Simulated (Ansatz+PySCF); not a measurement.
Values are calculated unless marked as measured or tabulated.
Several solutions for singlet Cr₂

```xyz
2

Cr    0.0000    0.0000    0.0000
Cr    0.0000    0.0000    1.6800
```

Basis set: cc-pVDZ (spherical functions). Charge 0, multiplicity 1.

PBE0 (restricted) was run from several starts with Ansatz (development build ahead of 0.2.0) and PySCF 2.14.0.

| run | program | start | converged | energy (hartree) | <S²> |
| --- | --- | --- | --- | --- | --- |
| A | PySCF | guess minao, instabilities followed | yes | -2088.34620 | 0.00 |
| B | Ansatz | atomic start, no search | yes | -2088.34620 | 0.00 |
| C | Ansatz | search for the lowest state | yes | -2088.34620 | 0.00 |
| D | Ansatz | stability test followed | yes | -2088.34620 | 0.00 |
| E | PySCF | program defaults | yes | -2088.34204 | 0.00 |

(1) Which runs reached the lowest solution of this kind, and what is wrong with the others?

## Answers

(1) A, B, C, D reached the lowest solution found. Converged but too high: E by 0.11 eV. Convergence only shows a stationary point, and even a stable one can lie too high; stability tests and further starts are what find lower ones. Caution: another spin multiplicity may lie lower. Caution: an unrestricted determinant lies well below (2.92 eV lower). Caution: the determinant breaks the point group.
